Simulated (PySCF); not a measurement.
An unknown is described by computed data only.

Formula: C4H5F3OSi.

| Quantity | Value |
| --- | --- |
| NMR, other nuclei | isotropic shieldings of nuclei other than C and H, by class: -400 (1 O), 237 (3 F), 422 (1 Si) ppm [GIAO PBE0/pcSseg-1] |
| 1H NMR | chemical shifts (computed TMS as zero) by class: 10.58 (1 H), 7.36 (1 H), 4.14 (3 H) ppm [GIAO PBE0/pcSseg-1] |
| 13C NMR | chemical shifts (computed TMS as zero) by class: 200.0 (1 C), 157.9 (1 C), 151.6 (1 C), 130.5 (1 C) ppm [GIAO PBE0/pcSseg-1] |
| UV, first state | lowest singlet excitation: 3.58 eV (346 nm, f = 0.000) [TDDFT CAM-B3LYP/def2-SVPD] |
| UV, strongest line | among the 8 lowest singlet transitions: S3 at 6.09 eV (204 nm, f = 0.357) [TDDFT CAM-B3LYP/def2-SVPD] |
| Rotational structure | rotational constants A, B, C: 2.478, 0.781, 0.667 GHz [GFN2-xTB] |
| Triplet | lowest triplet excitation (Tamm–Dancoff): 3.06 eV [TDA CAM-B3LYP/def2-SVPD] |
| Polarisability | 80.3 au [CAM-B3LYP/def2-SVPD] |

Gas-phase values; electronic properties from PySCF, density fitting. Levels stand in brackets. Isolated species at its GFN2-xTB geometry (one conformer only). Each NMR value is the plain mean over a class of atoms that symmetry, rotation or inversion makes alike.

Problem. Propose a structure and show how it fits.

Solution. Numbering: `[O:1]=[CH:2]/[C:3]([SiH3:4])=[CH:5]\[C:6]([F:7])([F:8])[F:9]`. Its formula, C4H5F3OSi, gives 2 degrees of unsaturation: 0 rings and 2 π bonds in the structure found. 4 carbons fall into 4 classes; from least to most shielded: aldehyde carbon [C2] (200.0 ppm), fully substituted alkene carbon [C3] (157.9 ppm), alkene CH carbon [C5] (151.6 ppm), CF3 carbon [C6] (130.5 ppm). Hydrogen classes from least to most shielded: 1 H on an aldehyde carbon, C2 (10.58 ppm), 1 H on an alkene CH carbon, C5 (7.36 ppm), 3 H on an SiH3 silicon, Si4 (4.14 ppm, a mean of values up to 0.6 ppm apart in this geometry). The other shieldings belong to: -400 ppm, aldehyde oxygen [O1]; 237 ppm, fluorine of a CF3 group [F7/F8/F9]; 422 ppm, SiH3 silicon [Si4]. S1 is mainly HOMO→LUMO (weight 0.92); the largest Löwdin shares of the orbital it empties are 0.54 on the aldehyde oxygen, 0.15 on the aldehyde carbon, 0.10 on the fully substituted alkene carbon and 0.08 on the formyl hydrogen, of the orbital it fills 0.27 on the alkene CH carbon, 0.20 on the aldehyde oxygen, 0.18 on the fully substituted alkene carbon and 0.18 on the aldehyde carbon. The optimised geometry has point group Cs and is an asymmetric top. Structure: `O=C/C([SiH3])=C\C(F)(F)F`. The assignments are read from this structure; whether some other isomer fits the data as well wasn't checked.

Conformer computed: `[O:1]=[CH:2]/[C:3]([SiH3:4])=[CH:5]\[C:6]([F:7])([F:8])[F:9]`: O1–C2–C3–Si4 0°, C3–C5–C6–F7 60°.
